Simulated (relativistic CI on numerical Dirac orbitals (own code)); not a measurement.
**Radial parameters of Te XVIII**

Calculated at this level of theory: Dirac-Coulomb-Breit CI, orbitals from a KLI potential per configuration, model QED (radiative potential, 1s self-energy scaled to tabulated hydrogen-like ionisation energies), unscaled Slater integrals (own radial code, finite nucleus).

Slater integrals F^k, G^k are unscaled and averaged over j, outside the closed core [Ar] 3d10; ζ comes from projecting the Hamiltonian with its Breit term on Σ l·s of the shell.

- 4s2 4p5: ζ(4p) = 67094 cm⁻¹; <r>(4p) = 0.7285, <r^2>(4p) = 0.5988 (bohr units).
- 4s2 4p4 4d: F^2(4p,4p) = 142610, ζ(4p) = 67351, F^2(4p,4d) = 136830, G^1(4p,4d) = 172860, G^3(4p,4d) = 109710, ζ(4d) = 7477.3 cm⁻¹; <r>(4p) = 0.7282, <r^2>(4p) = 0.5983, <r>(4d) = 0.7638, <r^2>(4d) = 0.6655 (bohr units).
- 4s 4p5 4d: G^1(4s,4p) = 187650, ζ(4p) = 67243, G^2(4s,4d) = 135280, F^2(4p,4d) = 136800, G^1(4p,4d) = 172820, G^3(4p,4d) = 109680, ζ(4d) = 7540.1 cm⁻¹; <r>(4s) = 0.7015, <r^2>(4s) = 0.5522, <r>(4p) = 0.7283, <r^2>(4p) = 0.5985, <r>(4d) = 0.764, <r^2>(4d) = 0.6658 (bohr units).

Averages of the first 10 configurations, taken without configuration mixing, which lowers the lowest level and can move excited configurations by several eV; other configurations of the list can lie among them:

```tsv
Configuration	Parity	States	Average energy above the lowest level (eV)
4s2 4p5	odd	6	5.6
4s 4p6	even	2	69.6
4s2 4p4 4d	even	150	90.1
4s 4p5 4d	odd	120	151.4
4s2 4p4 4f	odd	210	182.0
4s 4p5 4f	even	168	243.5
4p6 4d	even	10	219.0
4s 4p4 4d2	even	1350	235.0
4s2 4p3 4d 4f	even	2800	267.0
4s2 4p4 5s	even	30	209.0
```
